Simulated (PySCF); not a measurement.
**Threshold energies of GeSe in a plasma**

PBE in PySCF with def2-TZVPPD on every atom, for the lowest determinant that a PBE0 search found; no spin–orbit coupling.

```csv
species,state (unpaired electrons),Re (Å),ωe (cm⁻¹),energy of the minimum from the neutral (eV),De (eV),dissociates to
GeSe,singlet (closed shell),2.166,392,0.00,5.48,Ge + Se
GeSe⁺,doublet (π ↑),2.321,311,9.56,3.82,Ge⁺ + Se
GeSe⁻,doublet (π ↑),2.281,316,-0.70,4.04,Ge + Se⁻
```

**Question.** Work out the lowest energy to break GeSe into atoms, from its vibrational ground state.

**Answer.** D0 = De − ωe/2 = 5.48 − 0.02 = 5.46 eV (PBE/def2-TZVPPD).

**Question.** Work out the ionisation energy of the Ge atom at this level and the threshold of dissociative ionisation.

**Answer.** IE(Ge) = 9.56 + 3.82 − 5.48 = 7.90 eV, so Ge⁺ + Se + e⁻ appears at D0 + IE(Ge) = 13.36 eV (PBE/def2-TZVPPD). The measured IE(Ge) is 7.899 eV (NIST ASD).

**Question.** Work out the electron affinity of the Se atom and the threshold of dissociative attachment.

**Answer.** EA(Se) = 5.48 − 4.04 − (-0.70) = 2.14 eV, so Ge + Se⁻ needs D0 − EA(Se) = 3.32 eV (PBE/def2-TZVPPD). The measured EA(Se) is 2.021 eV.

**Question.** At which energy does ion-pair formation open?

**Answer.** Ge⁺ + Se⁻ lies at D0 + IE(Ge) − EA(Se) = 11.22 eV (PBE/def2-TZVPPD).

These are thermodynamic thresholds; the onsets seen under electron impact lie higher where the geometry changes, and cross-sections peak well above them.

For an ion De counts to the pair picked by the measured ionisation energies or electron affinities, which need not be the lowest pair at this level. The highest Kohn–Sham level is positive in this anion. Much of that is self-interaction error, but it also means that the finite basis helps to hold the extra electron. States were picked by a PBE0 search and need not be the measured ground states.
